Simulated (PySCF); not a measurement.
Compound: C2H4BN.
Atom-mapped SMILES: `[CH:1]#[C:2][BH:3][NH2:4]` (hydrogens: H5 on C1; H6 on B3; H7, H8 on N4)

The calculation used PBE0-D3(BJ)/def2-SVP geometry optimisation, gas phase (PySCF 2.14.0).

**Question.** What internal coordinates does the optimisation give?

**Answer.** 
```json
{"bond": "C1≡C2", "length (pm)": "121.8", "order": "triple"}
{"bond": "C2–B3", "length (pm)": "153.5", "order": "single"}
{"bond": "B3–N4", "length (pm)": "139.1", "order": "single"}
{"bond": "C1–H5", "length (pm)": "107.6", "order": "single"}
{"bond": "B3–H6", "length (pm)": "120.9", "order": "single"}
{"bond": "N4–H7, N4–H8", "length (pm)": "101.1", "order": "single"}
```

Bonds in one row agree within 1 pm and their mean is given. Orders are formal, as drawn. A selection of angles:
```json
{"angle": "C2–C1–H5", "degrees": "179.6"}
{"angle": "C1–C2–B3", "degrees": "178.9"}
{"angle": "C2–B3–N4", "degrees": "120.8"}
{"angle": "C2–B3–H6", "degrees": "120.4"}
{"angle": "N4–B3–H6", "degrees": "118.9"}
{"angle": "B3–N4–H7", "degrees": "123.1"}
{"angle": "H7–N4–H8", "degrees": "114.2"}
```

N4 (boron-bound nitrogen) is planar (angles 123.1°, 122.7° and 114.2°, sum 360.0°, 0.00 Å off the plane of its three neighbours). B3 (three-coordinate boron) is planar (angles 120.8°, 120.4° and 118.9°, sum 360.0°, 0.00 Å off the plane of its three neighbours). The 4 heavy atoms lie in one plane (0.000 Å rms).

Point group: Cs (every atom within 0.08 Å of its image). Stationary, but not proved a minimum.

Hardware: Intel Xeon Platinum 8259CL at 2.50 GHz, one thread, shared host. Cost: 25 s, 0.32 GiB resident at most. That covers the optimisation of the geometry.

Shape of the structure used: `[CH:1]#[C:2][BH:3][NH2:4]`: H–N4–B3–C2 0°, H–N4–B3–C2 180°.
